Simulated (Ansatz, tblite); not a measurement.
Forces on the cluster K₃I₂⁺ at its r2SCAN-D4/def2-SVP geometry. The state is a singlet with charge 1.

In the def2 sets I takes a core potential; there is no spin–orbit coupling. The xTB rows come from tblite. Another isomer (singlet) lies 0.35 eV lower at PBE0-D4/def2-TZVP; other spin states weren't run for this one.

GFN1-xTB (tblite), largest force 0.31 eV/Å:

```xyz
5
positions Å, forces eV/Å
K    -4.167    4.962    0.443    0.199   -0.239   -0.019
K    -0.025   -0.021    0.000    0.005    0.005    0.000
K     4.197   -4.937   -0.441   -0.204    0.236    0.019
I    -2.125    2.515    0.263    0.016   -0.021   -0.006
I     2.119   -2.520   -0.264   -0.016    0.018    0.006
```

GFN2-xTB (tblite), largest force 0.12 eV/Å:

```
K -0.077 0.093 0.009
K 0.000 0.001 0.000
K 0.078 -0.091 -0.009
I 0.048 -0.060 -0.007
I -0.049 0.056 0.007
```

PBE-D4/def2-TZVP (Ansatz), largest force 0.06 eV/Å:

```
K 0.037 -0.044 -0.003
K 0.001 0.001 0.000
K -0.039 0.045 0.003
I -0.027 0.031 0.001
I 0.028 -0.033 -0.001
```
